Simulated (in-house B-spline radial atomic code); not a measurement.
Radial electron density of Rb VI (Rb5+), [Ar] 3d10 4s2 4p2. Level of theory: Dirac-Kohn-Sham BHandHLYP, spherical fractional occupations, Fermi nucleus of rms radius 4.2036 fm; calculated with a B-spline radial code for spherical atoms.

Caution: exact exchange at fractional occupations of open shells leaves self-interaction of up to several eV.

Columns: r (bohr), 4πr²n(r) (electrons per bohr), bar.

```
 0.00174    1.472 #
 0.00212    2.094 ##
 0.00258    2.954 ##
 0.00314    4.137 ###
 0.00381    5.713 #####
 0.00463    7.827 ######
 0.00563    10.59 ########
 0.00685    14.12 ###########
 0.00833    18.45 ###############
  0.0101    23.48 ###################
  0.0123    29.19 #######################
   0.015    35.12 ############################
  0.0182    40.41 ################################
  0.0221    44.42 ###################################
  0.0269    46.35 #####################################
  0.0327    45.74 ####################################
  0.0397    43.07 ##################################
  0.0483    39.82 ################################
  0.0587     38.3 ##############################
  0.0714    40.46 ################################
  0.0868    46.26 #####################################
   0.105    52.69 ##########################################
   0.128    55.49 ############################################
   0.156    51.15 #########################################
    0.19    41.55 #################################
    0.23    33.42 ##########################
    0.28    31.85 #########################
    0.34    36.13 #############################
   0.414    39.24 ###############################
   0.503    35.22 ############################
   0.612    25.05 ####################
   0.744    14.57 ############
   0.904    8.066 ######
     1.1    5.402 ####
    1.34    4.155 ###
    1.62    2.805 ##
    1.97    1.377 #
     2.4   0.4552 
    2.92  0.09689 
    3.55  0.01214 
    4.31 0.0008021 
    5.24 2.524e-05
```

On this grid the curve has 3 maxima, near 0.0269, 0.128, 0.414 bohr.

The 4s1/2 radial function P(r) = rR(r), positive near the nucleus, with its small component Q(r) (sign convention: Q ≈ (P' + κP/r)/2c):

```
r (bohr)          P          Q
0.000541    0.01401  -0.001922
0.000799    0.02019  -0.002791
 0.00118    0.02897  -0.004027
 0.00174    0.04121  -0.005768
 0.00258    0.05829  -0.008234
 0.00381    0.08085   -0.01158
 0.00563     0.1095   -0.01601
 0.00833     0.1429    -0.0216
  0.0123     0.1755     -0.028
  0.0182      0.195   -0.03428
  0.0269     0.1785   -0.03826
  0.0397    0.09794   -0.03667
  0.0587    -0.0617   -0.02624
  0.0868    -0.2529  -0.007043
   0.128    -0.3254     0.0131
    0.19    -0.1003    0.02076
    0.28     0.3393   0.009278
   0.414     0.5085  -0.008015
   0.612   0.001741   -0.01193
   0.904    -0.7734  -0.003139
    1.34    -0.9785   0.004186
    1.97    -0.5245   0.003596
    2.92    -0.1096  0.0008766
    4.31  -0.006525  5.699e-05
```
